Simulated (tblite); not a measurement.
Compound: C7H8O3.
Cartesian coordinates in Å at the GFN2-xTB level; atoms count from 1:
```xyz
18
C7H8O3 angstrom
C      3.6972    0.2205   -0.3255
C      2.4010    0.2978    0.4325
O      2.2814    0.5589    1.5968
O      1.3740    0.0253   -0.3987
C      0.0827    0.0265    0.0440
C     -0.5204    0.2606    1.2402
C     -1.9088    0.0932    0.9919
C     -2.0420   -0.2275   -0.3234
C     -3.2333   -0.5182   -1.1621
O     -0.8177   -0.2698   -0.9116
H      3.6804    0.9313   -1.1480
H      4.5223    0.4433    0.3431
H      3.8135   -0.7766   -0.7429
H     -0.0468    0.5145    2.1639
H     -2.6963    0.2014    1.7087
H     -3.3018    0.1934   -1.9838
H     -3.1634   -1.5180   -1.5886
H     -4.1306   -0.4502   -0.5549
```

Computed with GFN2-xTB (tblite): harmonic, unscaled wavenumbers at the GFN2-xTB geometry, gas phase. This tight-binding method is rough: wavenumbers can miss measured ones by several per cent, in bad cases by 10 to 20. One conformer, not necessarily the lowest. The optimisation stopped once no atom felt more than 0.01 eV/Å.

Lowest wavenumbers of the output (negative numbers stand for imaginary wavenumbers):
```
mode    cm-1
  1     -38.1
  2      25.3
  3      68.4
  4      86.5
  5     136.0
  6     214.0
  7     253.4
  8     332.1
```

Q: Is this structure a minimum?

A: Not by this Hessian. 1 mode is imaginary beyond 20i (38i cm⁻¹), so at this level the point lies at or near a first-order saddle. The curvature is small, so loose convergence or finite differences may be the whole cause.

Q: Which atoms move in the imaginary mode?

A: 38i: H13 (methyl hydrogen) 35 %, H11 (methyl hydrogen) 35 %, H12 (methyl hydrogen) 25 %. These are shares of the mass-weighted motion.

Q: What is the remedy?

A: Step along that mode in both directions, optimise again with tighter thresholds and repeat the frequencies. The zero-point energy of this point (85.2 kcal/mol) counts the 47 real modes alone, and thermal corrections from it aren't those of a minimum.

Hardware: one thread, AMD EPYC (x86_64), no GPU (shared host). Cost: 2.0 s of wall time. The figure is for the frequency step alone.
